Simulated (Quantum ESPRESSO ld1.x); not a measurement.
Task: Species: the thallium ion Tl2+. Configuration: [Xe] 4f13.5 5d10 6s1 6p0.5 (fractional occupations, a model configuration). Method: scalar-relativistic Kohn-Sham, PBE, spin-unpolarised, spherical densities, point nucleus; computed with ld1.x of Quantum ESPRESSO 7.5. Some entries of the table are withheld. Estimate them.

orbital  occ.  eigenvalue (hartree)  r(max) (bohr)  <1/r> (bohr^-1)
1s          2              -3148.19          0.010            99.54
2s          2              -561.385          0.058            23.36
2p          6              -482.882          0.049            20.59
3s          2              -134.834            (1)            8.656
3p          6              -112.245          0.164            7.849
3d         10              -88.8703          0.134            7.373
4s          2                   (2)          0.370              (3)
4p          6              -23.4719          0.388            3.355
4d         10                   (4)          0.394            3.016
5s          2              -5.66318          0.804            1.563
4f       13.5              -5.19519          0.355            2.622
5p          6              -3.61849          0.899            1.336
5d         10              -1.33419           1.10           0.9874
6s          1              -0.98482           1.97           0.5731
6p        0.5              -0.62486           2.46           0.4419

Result: 
(1) 3s r(max) (bohr): 0.164
(2) 4s eigenvalue (hartree): -30.8865
(3) 4s <1/r> (bohr^-1): 3.726
(4) 4d eigenvalue (hartree): -14.7931
